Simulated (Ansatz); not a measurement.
Frontier orbitals of C3H3NSi, SMILES `C#C[SiH2]C#N`.

Cartesian coordinates in Å:
```
C 0.5668 -0.6421 2.0997
C 0.3945 -0.4585 0.9215
Si 0.1476 -0.1981 -0.8534
C -1.0209 1.2174 -1.0763
N -1.7481 2.0964 -1.2323
H 0.7175 -0.8021 3.1434
H 1.4147 0.1692 -1.5187
H -0.4719 -1.3822 -1.4838
```

The species carries charge 0 and has multiplicity 1. The geometry is a stationary point of PBE0-D4/def2-TZVP. Basis def2-TZVPP, the Gaussian-basis code of Ansatz.

Orbital energies of one run (eV). Highest occupied ones, from the top: -11.16, -11.29, -12.24, -12.41, -13.06, -13.74, -14.43, -15.94, -18.20, -20.40, -24.46, -28.28, -103.59, -103.61. Empty: 1.05, 1.09, 1.42, 2.33, 2.64, 2.95.

Task: Which functional gave them?
A. PBE
B. LDA (SPW92)
C. LC-ωPBE
D. ωB97M-V

Result: D. HOMO energies: ωB97M-V -11.16, PBE -7.69, LDA (SPW92) -7.85, LC-ωPBE -11.72 eV.

LC-ωPBE has ω = 0.4 bohr⁻¹.
